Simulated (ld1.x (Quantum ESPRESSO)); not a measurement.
Which change was made? (B, RRKJ)

ld1.x (Quantum ESPRESSO) 7.5 input, shortened:

```
&input
   title='B', zed=5., rel=0, dft='PBE', iswitch=3,
   config='[He] 2s2 2p0'
 /
 &inputp
   pseudotype=2, tm=.false., lloc=0,
   nlcc=.true.
 /
2
2P  2  1   0.00   0.00  2.40  2.40  0.0
2S  1  0   2.00   0.00  1.20  1.20  0.0
 &test
   configts(1)='2s2 2p0'
 /
```

Cutoffs, loose and tight: the cutoffs (Ry, on a coarse ladder) from which the occupation-weighted sum of valence levels, in a spherical-Bessel basis at the reference potential, stays within 10 and 1 mRy of its value at 400 Ry. They do not see the model core or the augmentation charge, which bear on the density cutoff. Test errors are all-electron minus pseudo excitation energies from the reference, over the configurations 2s2 2p1; 2s1 2p0; 2s2 2p0.5; 2s2 2p1.3; 2s1 2p2; 2s0 2p3; 2s1 2p1; variants that change the core or the reference have their own tests.

The base gives: outcome: generated; cutoff, loose: 21 Ry; cutoff, tight: 60 Ry; bound ghosts: none; largest test error (meV): +91.

Question: After one change the result is: outcome: generated; cutoff, loose: 18 Ry; cutoff, tight: 40 Ry; bound ghosts: none; largest test error (meV): +114. Which change was it?
A. local potential all-electron potential smoothed inside 1.05 bohr (lloc = -1)
B. wave 2p (bound): rc 2.40 bohr becomes 2p (bound): rc 1.64 bohr
C. all radii but the core radius scaled by about 1.12 (s 1.34, p 2.68 bohr)
D. wave 2s (bound): rc 1.20 bohr becomes 2s (bound): rc 1.70 bohr

Answer: D. The others give: all radii but the core radius scaled by about 1.12 (s 1.34, p 2.68 bohr) → outcome: generated; cutoff, loose: 21 Ry; cutoff, tight: 55 Ry; bound ghosts: none; largest test error (meV): +142 | local potential all-electron potential smoothed inside 1.05 bohr (lloc = -1) → outcome: generated; cutoff, loose: 30 Ry; cutoff, tight: 40 Ry; bound ghosts: none; largest test error (meV): +84 | wave 2p (bound): rc 2.40 bohr becomes 2p (bound): rc 1.64 bohr → outcome: generated; cutoff, loose: 21 Ry; cutoff, tight: 60 Ry; bound ghosts: none; largest test error (meV): +59.
